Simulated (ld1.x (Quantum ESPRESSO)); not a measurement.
# Logarithmic derivatives: B, TM

* Element: B
* Generator: ld1.x (Quantum ESPRESSO) 7.5
* Type: norm-conserving Troullier–Martins (Kleinman–Bylander form)
* Functional: LDA (PZ)
* Relativity: scalar-relativistic
* Frozen core: [He]
* Valence charge: 3
* Reference configuration: 2s1.75 2p1.25
* Partial waves: 2p (bound): rc 2.45 bohr; 3d channel at 0.45 Ry: rc 2.20 bohr; 2s (bound): rc 1.76 bohr
* Local potential: the s channel
* Core correction: none

The phase is arctan(r·u′/u) with u = r·R(r), unwrapped; energies in Ry, scanned from -3 to 5 Ry. A pole is an energy at which the radial function vanishes at the test radius. The pseudo phase is shifted by a multiple of π to meet the all-electron one at the reference energy, and phase errors are pseudo minus all-electron; the curves can meet again beyond the range given. Levels narrower than the energy grid can be missing from the lists of poles.

Problem. For each channel, where are the poles, and over which energies does the pseudopotential scatter like the atom?

Solution.

```
channel  radius (bohr)  reference energy (Ry)  poles, all-electron  poles, pseudo  unbroken range about the reference energy with phases within 0.05 rad  phase error 1 Ry above the reference energy (rad)
      s           2.64                  -0.70                -0.12    -0.12, 4.93                                                              below 1.6                                             -0.003
      p           2.64                  -0.28           0.30, 4.90           0.31                                                              below 1.6                                             +0.006
      d           2.64                   0.45                 3.06           3.06                                                        the whole range                                             -0.001
```

Phases in the p channel:

```json
{"E (Ry)": "-3.00", "all-electron": "1.338", "pseudo": "1.338"}
{"E (Ry)": "-2.52", "all-electron": "1.313", "pseudo": "1.313"}
{"E (Ry)": "-2.04", "all-electron": "1.276", "pseudo": "1.276"}
{"E (Ry)": "-1.56", "all-electron": "1.216", "pseudo": "1.216"}
{"E (Ry)": "-1.08", "all-electron": "1.090", "pseudo": "1.091"}
{"E (Ry)": "-0.60", "all-electron": "0.608", "pseudo": "0.610"}
{"E (Ry)": "-0.12", "all-electron": "-1.168", "pseudo": "-1.167"}
{"E (Ry)": "0.36", "all-electron": "-1.597", "pseudo": "-1.593"}
{"E (Ry)": "0.84", "all-electron": "-1.761", "pseudo": "-1.753"}
{"E (Ry)": "1.32", "all-electron": "-1.927", "pseudo": "-1.903"}
{"E (Ry)": "1.80", "all-electron": "-2.259", "pseudo": "-2.168"}
{"E (Ry)": "2.28", "all-electron": "-3.286", "pseudo": "-2.926"}
{"E (Ry)": "2.76", "all-electron": "-4.183", "pseudo": "-3.986"}
{"E (Ry)": "3.24", "all-electron": "-4.456", "pseudo": "-4.365"}
{"E (Ry)": "3.72", "all-electron": "-4.574", "pseudo": "-4.516"}
{"E (Ry)": "4.20", "all-electron": "-4.644", "pseudo": "-4.597"}
{"E (Ry)": "4.68", "all-electron": "-4.694", "pseudo": "-4.649"}
```
